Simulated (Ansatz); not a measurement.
A run for Ansatz (a program for electronic structure): R-SVWN5/def2-TZVPP on C7H6 (SMILES [CH]c1ccccc1), 2S+1 = 1, a spin state set in the input, which need not be the lowest, at the other state's geometry.

Ansatz 0.2 input:
```yaml
crystal:
  periodic: [false, false, false]
  atoms:
    - {symbol: C, position_ang: [2.42094540, -0.19841982, -0.15090059]}
    - {symbol: C, position_ang: [1.04308122, -0.09836301, -0.06531552]}
    - {symbol: C, position_ang: [0.21327508, -1.25369874, -0.04200384]}
    - {symbol: C, position_ang: [-1.15836290, -1.13714912, 0.04358802]}
    - {symbol: C, position_ang: [-1.76385197, 0.11907850, 0.10935123]}
    - {symbol: C, position_ang: [-0.97142988, 1.26796566, 0.08814882]}
    - {symbol: C, position_ang: [0.40227646, 1.17414716, 0.00295988]}
    - {symbol: H, position_ang: [3.24080011, 0.50197016, -0.18417666]}
    - {symbol: H, position_ang: [0.67988558, -2.22825158, -0.09283326]}
    - {symbol: H, position_ang: [-1.76991597, -2.03034505, 0.05979913]}
    - {symbol: H, position_ang: [-2.84032873, 0.20199359, 0.17632601]}
    - {symbol: H, position_ang: [-1.43673400, 2.24435826, 0.13894202]}
    - {symbol: H, position_ang: [1.01069258, 2.06891088, -0.01302525]}
basis:
  gaussian:
    orbitals: def2-TZVPP
hamiltonian:
  xc: {name: SVWN5}
```

Output:

```
WARN ansatz: RAYON_NUM_THREADS=6 ignored (pool sized by the plan → 6); use --threads N
Functional definition: SVWN5
integrals: 0.26 GiB planned
1614 factors; their error is unknown
mean field: 2.04 GiB planned
mean field evaluation 1: about -7271.3602 eV, gradient 7.8e1 eV
mean field evaluation 2: about -7248.8465 eV, gradient 1.2e2 eV
mean field evaluation 4: about -7274.8026 eV, gradient 5.7e1 eV
mean field evaluation 8: about -7286.7728 eV, gradient 1.0e1 eV
mean field evaluation 16: about -7286.6747 eV, gradient 9.7e0 eV
mean field evaluation 32: about -7287.0560 eV, gradient 5.8e-4 eV
mean field evaluation 64: about -7285.1203 eV, gradient 1.9e1 eV
mean field -7287.06060437 eV, -267.7945378636 hartree, gradient 1.3e-5 eV, S^2 0.000000; 8 other end points of the search recorded, 0 dependent functions left out
reference -7287.06064498 eV, -267.7945393559 hartree; 24, 24 occupied and 277, 277 virtual orbitals, 1614 factors
Total energy: -7287.06064498 eV, -267.7945393559 hartree
```

The run converged.

Cost: around 40 core-seconds (rough).
